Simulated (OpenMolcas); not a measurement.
**Pt4+: moving or changing the point charges**

Pt4+ among 2 point charges of -1.5 e arranged as a linear pair (D∞h), 2.05 Å from the ion.

- Program: OpenMolcas 26.06
- Method: SS-CASPT2, IPEA 0.25 Eh, imaginary shift 0.1 Eh (closed shells correlated: 5s 5p)
- Basis: ANO-RCC-VDZP [7s6p4d2f]
- Scalar Hamiltonian: DKH2, point nucleus
- Active space: 6 electrons in 5 orbitals (5d)
- State averaging: 2S+1 = 5 even, 5 roots; 2S+1 = 3 even, 45 roots; 2S+1 = 1 even, 50 roots
- Spin-orbit coupling: state interaction with AMFI integrals over the reference wave functions

Runs around this geometry, states (labels by Λ). Energies in cm-1 above the lowest state or level, χT in cm3 K/mol.

```json
{"R (Å)": "2.05", "q (e)": "-1.2", "Ground state": "5Δ", "First state of that spin": "5Π 7160", "First gap with spin-orbit (degeneracies)": "2380 (2, 2)", "χT at 300 K": "4.347", "First state of another spin": "3Φ 17580"}
{"R (Å)": "1.91", "q (e)": "-1.5", "Ground state": "5Δ", "First state of that spin": "5Π 10670", "First gap with spin-orbit (degeneracies)": "2980 (2, 2)", "χT at 300 K": "4.294", "First state of another spin": "3Σ 15060"}
{"R (Å)": "2.05", "q (e)": "-1.5", "Ground state": "5Δ", "First state of that spin": "5Π 8950", "First gap with spin-orbit (degeneracies)": "2670 (2, 2)", "χT at 300 K": "4.326", "First state of another spin": "3Σ 16890"}
{"R (Å)": "2.2", "q (e)": "-1.5", "Ground state": "5Δ", "First state of that spin": "5Π 7470", "First gap with spin-orbit (degeneracies)": "2370 (2, 2)", "χT at 300 K": "4.356", "First state of another spin": "3Φ 17840"}
```

Taking the first state of the same spin as R^-n, n = -ln(7470 / 10670) / ln(2.2 / 1.91) = 2.5 between the shortest and longest distance.

Scaling the charges by -1.2 / -1.5 = 0.80 scales the first state of the same spin by 7160 / 8950 = 0.80; with fixed orbitals a first-order splitting would follow the charge.

Roots that are degenerate in the reference are averaged as groups; the widest CASPT2 spread within a group is 63 cm-1 (the 2-fold group of multiplicity 1 near 38800 cm-1 above the lowest state of its run, R = 1.91, q = -1.5). Shifts and gaps below about the spread of the groups concerned are not significant. Point charges give a weaker field than real ligands, and real ions of this kind are as a rule low spin; the high spin found here belongs to the model. Free-ion shares, where given, are those of the reference states; single-state CASPT2 does not remix them. Point charges carry no covalency, so the field is a model and not that of real ligands. No measured value stands beside these numbers.
